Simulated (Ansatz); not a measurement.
Ansatz (an electronic-structure program) input for Ga(F)(OH)(OMe) (CH₄FGaO₂), SMILES C[O][Ga]([OH])[F], PBE/def2-SVPD. Coordinates come from a PBE0-D3(BJ)/def2-SVP optimisation. The structure was generated by enumeration; whether it is a known compound was not checked. Other conformers were not sampled.

Ansatz 0.2 input:
```yaml
crystal:
  periodic: [false, false, false]
  atoms:
    - {symbol: Ga, position_ang: [0.04996146, 0.29796239, 0.18755067]}
    - {symbol: F, position_ang: [0.94318878, 1.78912457, 0.31904286]}
    - {symbol: O, position_ang: [-1.17870353, -0.09398612, 1.39881758]}
    - {symbol: H, position_ang: [-1.26911976, 0.58135923, 2.07986775]}
    - {symbol: O, position_ang: [0.41318482, -0.76956653, -1.16068257]}
    - {symbol: C, position_ang: [-0.23579073, -1.99580910, -1.38215315]}
    - {symbol: H, position_ang: [-0.74397826, -1.98115052, -2.36182759]}
    - {symbol: H, position_ang: [0.50508305, -2.81357492, -1.40151363]}
    - {symbol: H, position_ang: [-0.99059517, -2.24231319, -0.61414417]}
basis:
  gaussian:
    orbitals: def2-SVPD
hamiltonian:
  xc: {name: PBE}
```

Log of the run:

```
WARN ansatz: RAYON_NUM_THREADS=1 ignored (pool sized by the plan → 1); use --threads N
Functional definition: PBE
integrals: 0.10 GiB planned
1395 factors; their error is unknown
mean field: 0.61 GiB planned
mean field evaluation 1: about -60247.9603 eV, gradient 9.8e1 eV
mean field evaluation 2: about -60153.2314 eV, gradient 2.3e2 eV
mean field evaluation 4: about -60263.9367 eV, gradient 2.7e1 eV
mean field evaluation 8: about -60265.1448 eV, gradient 3.0e-1 eV
mean field evaluation 16: about -60265.0872 eV, gradient 1.4e-4 eV
mean field -60265.08724320 eV, -2214.7011070443 hartree, gradient 2.0e-5 eV, S^2 0.000000; 0 other end points of the search recorded, 0 dependent functions left out
reference -60265.08729362 eV, -2214.7011088972 hartree; 33, 33 occupied and 126, 126 virtual orbitals, 1395 factors
Total energy: -60265.08729362 eV, -2214.7011088972 hartree
```

The run converged.

Cost: about 2.8 core-seconds (a rough figure).
